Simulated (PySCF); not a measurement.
# NMR problem set

One conformer, one averaged value for each set of equivalent atoms, no solvent model, no relativistic terms. GFN2-xTB structure; GIAO PBE0/pcSseg-1 shieldings; PySCF.

Referencing at the same level of theory: TMS for $^{1}$H (σref 31.72), $^{13}$C (σref 186.93). Splittings of carbon signals by F and P are missing where no couplings were computed. Where no couplings were computed, multiplicities follow the n + 1 count of equivalent neighbours, and m marks all less simple cases (inequivalent or close neighbours, rings, F or P nearby). Shifts are as computed. Against solution values, carbons near 30 ppm lie about +3 ppm off and those near 130 ppm about +5 ppm. Of 1211 compounds with measured shifts, 218 miss one by over three times the rms of a fit or turn the order of signals round; such compounds aren't used in these exercises. OH and NH positions are gas-phase values without hydrogen bonding to other molecules.

Task: C7H12. $^{1}$H NMR (400 MHz, computed): δ 6.65 (m, 1H), 5.54 (m, 1H), 5.43 (m, 1H), 5.34 (m, 1H), 5.31 (m, 1H), 2.58 (sept, 1H), 1.17 (d, 6H). $^{13}$C{$^{1}$H} NMR (computed): δ 162.0 (C), 147.7 (CH), 121.4 (CH2), 118.1 (CH2), 31.0 (CH), 24.8 (CH3). Give a structure.

Result: `C=CC(=C)C(C)C`. The formula gives 2 degrees of unsaturation (no ring in the answer). 6 carbon signals for 7 carbons: some carbons are equivalent by symmetry or fast rotation. Carbon types of the structure: 1 × C, 2 × CH, 2 × CH2, 2 × CH3, which accounts for all hydrogens. δC 162.0: fully substituted alkene carbon; an sp2 carbon of a C=C bond. δC 147.7: alkene CH; as expected for a trigonal carbon in a double bond. δC 121.4, 118.1: terminal =CH2 carbon; an sp2 carbon of a C=C bond. δH 5.54, 5.43, 5.34, 5.31: hydrogen on a terminal =CH2 carbon; attached to an sp2 carbon and in the plane of the double bond.

The shifts were computed for this structure.

Task: C7H12N2. $^{1}$H NMR (400 MHz, computed): δ 4.45 (br s, 1H), 4.19 (d, 2H), 2.00 (q, 2H), 1.94 (s, 3H), 1.74 (t, 1H), 1.09 (t, 3H). $^{13}$C{$^{1}$H} NMR (computed): δ 143.1 (C), 88.9 (C), 79.0 (CH), 44.5 (CH2), 27.5 (CH3), 24.6 (CH2), 13.1 (CH3). Identify the compound.

Result: `C#CCN/N=C(/C)CC`. The formula gives 3 degrees of unsaturation (no ring in the answer). 7 carbon signals for 7 carbons: no two carbons are equivalent. Carbon types of the structure: 2 × C, 1 × CH, 2 × CH2, 2 × CH3, leaving 1 H on heteroatoms. δC 143.1: C=N carbon. δC 88.9: alkyne carbon; sp carbons lie upfield of alkene carbons because the cylindrical π system leaves one tensor component strongly shielded. δC 79.0: terminal alkyne carbon; the triple bond shields along its axis, which puts it between sp3 and sp2 carbons. δH 1.74: hydrogen on a terminal alkyne carbon; it lies on the axis of the triple bond, in its shielding cone.

This is the structure that produced the data.

Task: C7H8F2. $^{1}$H NMR (400 MHz, computed): δ 6.70 (m, 1H), 6.41 (m, 1H), 6.34 (m, 1H), 6.21 (m, 1H), 2.35 (m, 2H), 2.19 (m, 2H). $^{13}$C{$^{1}$H} NMR (computed): δ 138.2 (C), 137.3 (CH), 131.1 (CH), 129.7 (CH), 120.4 (CH), 26.1 (CH2), 23.8 (CH2). What is it?

Result: `FC(F)C1=CC=CCC1`. The formula gives 3 degrees of unsaturation (1 ring in the answer). 7 carbon signals for 7 carbons: no two carbons are equivalent. Carbon types of the structure: 1 × C, 4 × CH, 2 × CH2, which accounts for all hydrogens. δC 138.2: fully substituted alkene carbon; as expected for a trigonal carbon in a double bond. δC 137.3, 131.1, 129.7: alkene CH; an sp2 carbon of a C=C bond. δC 120.4: allylic sp3 CH bonded to 2 F; 2 electronegative neighbours deshield it. δH 6.34: hydrogen on an allylic sp3 CH bonded to 2 F; its carbon carries F, which withdraws density.

The data come from this structure; uniqueness wasn't tested.
